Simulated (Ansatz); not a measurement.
Consider the substitution at a C–Si bond: `CC([SiH3])C=N` + HCl → `CC(Cl)C=N` + SiH₄.

Computed with Ansatz on PBE0-D4/def2-TZVP structures; ΔE is electronic, products minus reactants. CCSD(T)/CBS is the MP2 limit (def2-TZVPP, def2-QZVPP) plus CCSD(T) − MP2 in def2-TZVPP, frozen cores. This one scheme is used for every species. DFT in def2-TZVPP. B3LYP here is the variant with VWN-RPA as its local correlation; programs differ in this. Each species was taken in one conformer, which may not be the lowest.

`CC([SiH3])C=N`:

Z-matrix (Å, degrees):
```
C
C 1 1.529
H 1 1.093 2 111.2
H 1 1.094 2 111.1 3 -119.8
H 1 1.092 2 111.4 3 120.4
Si 2 1.897 1 110.8 3 -177.6
C 2 1.495 1 112.2 3 61.1
H 2 1.097 1 110.3 3 -60.2
H 6 1.487 2 109.5 1 -65.0
H 6 1.485 2 110.2 1 174.6
H 6 1.488 2 109.1 1 54.2
N 7 1.265 2 128.7 1 -139.8
H 7 1.097 2 114.7 1 41.6
H 12 1.023 7 110.8 2 1.4
```

HCl:

Cartesian coordinates in Å:
```
Cl -0.602 0.103 0.189
H 0.602 -0.103 -0.189
```

`CC(Cl)C=N`:

Cartesian coordinates in Å:
```
C 0.114 0.811 1.087
C -0.026 -0.543 0.444
Cl -1.574 -1.329 0.927
C 0.000 -0.534 -1.056
N 0.245 0.524 -1.696
H -0.681 1.478 0.754
H 1.067 1.254 0.792
H 0.079 0.720 2.172
H 0.747 -1.230 0.799
H -0.205 -1.505 -1.522
H 0.234 0.354 -2.701
```

SiH₄:

Cartesian coordinates in Å:
```
Si 0.000 0.000 0.000
H -0.898 1.027 0.585
H 0.271 -1.054 1.010
H 1.278 0.635 -0.407
H -0.651 -0.608 -1.188
```

```json
{"level": "B3LYP-D4", "ΔE (eV)": "0.40"}
{"level": "ωB97X-V", "ΔE (eV)": "0.39"}
{"level": "PBE", "ΔE (eV)": "0.40"}
{"level": "r2SCAN", "ΔE (eV)": "0.41"}
{"level": "SCS-MP2/def2-TZVPP", "ΔE (eV)": "0.40"}
{"level": "MP2/def2-QZVPP", "ΔE (eV)": "0.46"}
{"level": "SCS-MP2/def2-QZVPP", "ΔE (eV)": "0.41"}
{"level": "HF/CBS(def2)", "ΔE (eV)": "0.31"}
```

What does CCSD(T)/CBS give? (Estimate.)

Ansatz gave: +0.43 eV. The listed levels differ from it by -0.03, -0.04, -0.03, -0.02, -0.03, 0.03, -0.02, -0.12 eV.

Largest T1 diagnostic among the species: 0.012.

The D4 term adds +0.05 eV with B3LYP and +0.03 eV with PBE0; it sums over pairs of atoms, weighted by their polarisabilities, and B3LYP, whose exchange is more repulsive, gets the larger term. In def2-TZVPP, CCSD(T) changes the Hartree–Fock value by +0.13 eV (the triples alone add +0.00 eV) and MP2 by +0.15 eV.
